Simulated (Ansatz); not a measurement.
`[F][Ge]([Cl])([Cl])[Cl]` + `C[Si](F)(F)C#N` → `N#[C][Ge]([F])([Cl])[Cl]` + `C[Si](F)(F)Cl` at 298.15 K and 1 bar (redistribution).

Gas-phase electronic energies from Ansatz, PBE0-D4/def2-TZVP geometries. CBS: MP2 limit from def2 TZ/QZ plus the TZ coupled-cluster correction, frozen cores. For Ge outer-core shells are correlated without core-valence functions, which leaves a few kJ/mol of doubt a bond. Scalar relativity is left out up to krypton.

```tsv
species	CCSD(T)/CBS energy (Eh)	H − E (kJ/mol)	S (J/(mol·K))
`[F][Ge]([Cl])([Cl])[Cl]`	-3555.40119	38.0	349.1
`C[Si](F)(F)C#N`	-621.42890	157.8	352.4
`N#[C][Ge]([F])([Cl])[Cl]`	-3188.31577	58.2	373.7
`C[Si](F)(F)Cl`	-988.51588	137.6	336.0
```

H − E and S are ideal-gas, rigid-rotor, harmonic terms from PBE0-D4/def2-TZVP. 1 Eh = 2625.50 kJ/mol, R = 8.31446 J/(mol·K).

Q: By hand: ΔE, ΔH, ΔS and ΔG.

A: ΔE = (-3188.31577) + (-988.51588) − (-3555.40119) − (-621.42890) = -0.00156 Eh = -4.1 kJ/mol. Δ(H − E) = 58.2 + 137.6 − 38.0 − 157.8 = 0.0, so ΔH = -4.1 kJ/mol. ΔS = 373.7 + 336.0 − 349.1 − 352.4 = 8.2 J/(mol·K). ΔG = -4.1 − 298.15 × (8.2)/1000 = -6.5 kJ/mol.

Q: By hand: the equilibrium constant, and the temperature at which ΔG would vanish if ΔH and ΔS stayed fixed.

A: log₁₀ K = −ΔG/(RT ln 10) = 1.1. ΔH and −TΔS have one sign here, so there is no such temperature. One of them is within its doubt of zero, so this could turn.

TΔS isn't small against ΔH here. A doubt of 5 kJ/mol in ΔE shifts log₁₀ K by 0.9 here. These are equilibria of isolated gas molecules and say nothing of rates. Largest T1 diagnostic: 0.012 (customary marks: 0.02 for closed shells, 0.045 for open ones).
